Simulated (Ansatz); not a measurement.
Consider the isomerisation: `C=C([SiH3])[SiH2]C` → `[SiH3]C[SiH]1CC1`.

Gas-phase electronic energies from Ansatz, PBE0-D4/def2-TZVP geometries. CCSD(T)/CBS adds triple-zeta CCSD(T) − MP2 to the extrapolated MP2 energy (def2 sets, frozen cores). Functionals use def2-TZVPP. Each species was taken in one conformer, which may not be the lowest.

```csv
level,ΔE (kJ/mol),difference from CCSD(T)/CBS
PBE-D4,22.0,-15.0
r2SCAN-D4,23.4,-13.6
ωB97M-V,28.5,-8.5
B2PLYP,39.6,2.6
r2SCAN,22.8,-14.2
PBE0,17.1,-19.9
HF/def2-TZVPP,63.5,26.5
SCS-MP2/def2-TZVPP,39.2,2.2
MP2/def2-QZVPP,28.1,-8.9
SCS-MP2/def2-QZVPP,38.8,1.8
CCSD(T)/CBS,37.0,0
```

Largest T1 diagnostic among the species: 0.011.

In def2-TZVPP, CCSD(T) changes the Hartree–Fock value by −25.5 kJ/mol (the triples alone add −0.5 kJ/mol) and MP2 by −34.8 kJ/mol. The D4 term adds +3.2 kJ/mol with B3LYP and +1.8 kJ/mol with PBE0; it sums over pairs of atoms, weighted by their polarisabilities, and B3LYP, whose exchange is more repulsive, gets the larger term.

CCSD(T)/CBS has its own doubt, a few kJ/mol and more with outer-core shells, so smaller differences from it don't rank the levels.

B3LYP here is the variant with VWN-RPA as its local correlation; programs differ in this.
